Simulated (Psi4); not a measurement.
NTi (SMILES [N]#[Ti]), doublet, at a GFN2-xTB geometry (such geometries of metal compounds can be far from the true shape). Base run: B3LYP/cc-pVDZ (Psi4 1.11).

Here is a job for Psi4.
```
memory 2 GB

molecule {
0 2
Ti   -0.00000000   -0.00000000   -0.41370624
N     0.00000000    0.00000000    1.30021962
}

set {
  basis cc-pvdz
  reference uks
}

energy('b3lyp')
print_variables()
```

Variants of this job, named by their change:

```json
[
 {"change": "base", "ΔE vs base (mEh)": "0.000", "SCF cycles": "15", "grid points": "44073", "basis functions": "57", "outcome": "converged"},
 {"change": "guess = modhuckel", "ΔE vs base (mEh)": "-7.098", "SCF cycles": "23", "grid points": "44073", "basis functions": "57", "outcome": "another SCF solution"},
 {"change": "guess = gwh", "ΔE vs base (mEh)": "0.000", "SCF cycles": "20", "grid points": "44073", "basis functions": "57", "outcome": "converged"},
 {"change": "scf_type = dfdirj+link", "ΔE vs base (mEh)": "-", "SCF cycles": "-", "grid points": "-", "basis functions": "57", "outcome": "cut at the time limit"},
 {"change": "guess = sapgau", "ΔE vs base (mEh)": "-7.098", "SCF cycles": "19", "grid points": "44073", "basis functions": "57", "outcome": "another SCF solution"},
 {"change": "scf_initial_accelerator = ediis", "ΔE vs base (mEh)": "0.000", "SCF cycles": "15", "grid points": "44073", "basis functions": "57", "outcome": "converged"},
 {"change": "diis_max_vecs = 3", "ΔE vs base (mEh)": "0.000", "SCF cycles": "40", "grid points": "44073", "basis functions": "57", "outcome": "converged"},
 {"change": "e_convergence = 1e-8", "ΔE vs base (mEh)": "0.000", "SCF cycles": "16", "grid points": "44073", "basis functions": "57", "outcome": "converged"},
 {"change": "dft_radial_scheme = mura", "ΔE vs base (mEh)": "0.004", "SCF cycles": "15", "grid points": "44325", "basis functions": "57", "outcome": "converged"},
 {"change": "guess = sap", "ΔE vs base (mEh)": "0.000", "SCF cycles": "15", "grid points": "44073", "basis functions": "57", "outcome": "converged"},
 {"change": "puream = false", "ΔE vs base (mEh)": "-2.977", "SCF cycles": "16", "grid points": "44073", "basis functions": "64", "outcome": "converged"},
 {"change": "cholesky_tolerance = 1e-3 (with scf_type cd)", "ΔE vs base (mEh)": "-0.117", "SCF cycles": "15", "grid points": "44073", "basis functions": "57", "outcome": "converged"},
 {"change": "df_basis_scf = cc-pvqz-jkfit", "ΔE vs base (mEh)": "-", "SCF cycles": "-", "grid points": "-", "basis functions": "57", "outcome": "input refused"}
]
```

A guess, shift, damping, solver or small numerical setting can't move a converged solution much, so rows marked as another SCF solution ended in a different state.

Open shells are given as the SCF converged; they aren't shown to be the lowest states, and a large step between rows can be another state.

- df_basis_scf = cc-pvqz-jkfit: ended with `psi4.driver.qcdb.exceptions.BasisSetNotFound: BasisSet::construct: Unable to find a basis set for atom 1 for key JKFIT among:`
